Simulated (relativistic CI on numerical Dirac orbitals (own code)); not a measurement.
Pd2+: M2,3 absorption edge

Computed with this model: Dirac-Coulomb-Breit CI, orbitals from a KLI potential per configuration, a model potential for QED, valence Slater integrals scaled by 0.7, multiplet model of core-to-valence dipole absorption; configurations [Kr] 4d8 → [Ne] 3s2 3p5 3d10 4s2 4p6 4d9; 300 K; Lorentzian 2 eV and Gaussian 0.4 eV FWHM. Energies are those of the free ion, without screening or charge transfer. The branching ratio is the share of the lower-energy edge in the whole absorption, uncertain by about 0.02 where the edges overlap. S is read from ⟨S²⟩ = S(S + 1).

Field parameters in Wybourne normalisation: D3d B²₀ = −7Dσ, B⁴₀ = −14Dq − 21Dτ, B⁴₃ = −14√(10/7) Dq; D4h B²₀ = −7Ds, B⁴₀ = 21(Dq − Dt), B⁴₄ = 21√(5/14) Dq; Oh B⁴₀ = 21Dq, B⁴₄ = √(5/14) B⁴₀. The field is a parameter set, without covalency.

Computed curve for Oh, 10Dq = 12300 cm⁻¹, scaled to 100 at the maximum (points under 2 are left out and the grid is thinned):

(Energy (eV), Intensity): (528.75, 2.0), (529.00, 2.2), (529.50, 2.5), (529.75, 2.7), (530.25, 3.2), (530.50, 3.5), (531.00, 4.2), (531.25, 4.7), (531.75, 5.8), (532.00, 6.5), (532.50, 8.4), (532.75, 9.7), (533.25, 13.1), (533.50, 15.6), (534.00, 22.9), (534.25, 28.4), (534.75, 45.3), (535.00, 57.7), (535.50, 87.2), (535.75, 97.8), (536.00, 100.0), (536.50, 80.0), (536.75, 65.3), (537.25, 41.3), (537.50, 32.9), (538.00, 21.6), (538.25, 17.9), (538.75, 12.6), (539.00, 10.8), (539.50, 8.1), (539.75, 7.1), (540.25, 5.6), (540.50, 5.1), (541.00, 4.1), (541.25, 3.8), (541.75, 3.2), (542.00, 2.9), (542.50, 2.5), (542.75, 2.3), (543.25, 2.0), (560.75, 2.1), (561.00, 2.4), (561.50, 3.2), (561.75, 3.7), (562.25, 5.3), (562.50, 6.5), (563.00, 10.1), (563.25, 12.9), (563.75, 20.3), (564.00, 23.7), (564.50, 24.5), (564.75, 21.5), (565.25, 14.0), (565.50, 11.0), (566.00, 7.0), (566.25, 5.7), (566.75, 3.9), (567.00, 3.3), (567.50, 2.5), (567.75, 2.2)

The ground state has S = 1.00, and the centroid lies at 541.54 eV.
